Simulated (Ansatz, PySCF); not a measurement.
Reaction (SMILES): F[Si](F)(Br)Br [dibromo(difluoro)silane] -> F[Si](Br)Br + F atom (the F-Si bond at the site shown breaks; other sites are not compared here)
Structures are relaxed separately at B3LYP-D3(BJ)/def2-TZVP in Ansatz (a first-principles code).

Quantity: bond dissociation energy (enthalpy at 298 K, with B3LYP-D3(BJ) rigid-rotor harmonic-oscillator terms from PySCF), in eV. Cores are frozen in the correlated levels unless marked. UHF or UKS for open shells. Spin-orbit coupling is left out. Frozen are the shells of the preceding noble gas and the d and f shells that filled before the atom's block. Non-relativistic. CBS marks a two-point X^-3 extrapolation of the correlation energy; Hartree-Fock from the larger set.

```json
[
 {"level": "revPBE-D4/def2-TZVPD", "program": "Ansatz + dftd4", "bond dissociation energy (eV)": "6.30"},
 {"level": "r2SCAN0/def2-TZVPD", "program": "Ansatz", "bond dissociation energy (eV)": "6.37"},
 {"level": "B2GP-PLYP/def2-TZVPD", "program": "Ansatz", "bond dissociation energy (eV)": "(withheld)"},
 {"level": "CCSD(T)/CBS(def2-TZVPP,def2-QZVPP)", "program": "Ansatz", "bond dissociation energy (eV)": "(withheld)"}
]
```

Q: Complete the blanks.

A: 
- B2GP-PLYP/def2-TZVPD, bond dissociation energy (eV): 6.61
- CCSD(T)/CBS(def2-TZVPP,def2-QZVPP), bond dissociation energy (eV): 6.83
